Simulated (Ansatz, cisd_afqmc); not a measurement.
System: S, charge 0, triplet.

Total energies in def2-TZVPPD, 6 correlated electrons, 5 frozen orbitals. Open shells are spin-unrestricted; no spin-orbit coupling. Correlated methods leave the cores frozen. No relativity. AFQMC is phaseless with a CISD trial state; ± is one standard error, without the phaseless bias. Outlying blocks are dropped, and bars are widened where a walk drifts. Over all cases where full CI ran beside it in this data, AFQMC minus full CI had a median of +0.1 mEh and passed +0.4 mEh in a tenth of the cases. Full CI freezes restricted core orbitals and the other rows unrestricted ones, which leaves a small offset even where coupled cluster is exact.

```csv
method,program,energy (Eh),error against FCI (mEh)
HF,Ansatz,-397.50235,146.39
MP2,Ansatz,-397.61955,29.19
CCSD,Ansatz,-397.64298,5.76
CCSD(T),Ansatz,-397.64789,0.86
CCSDT(Q),Ansatz,-397.64886,-0.11
CCSDTQ,Ansatz,-397.64887,-0.13
AFQMC/CISD,cisd_afqmc,-397.6485 ± 0.0002,0.3 ± 0.2
FCI,Ansatz,-397.64874,0.00
```

Ansatz is a program for electronic structure.
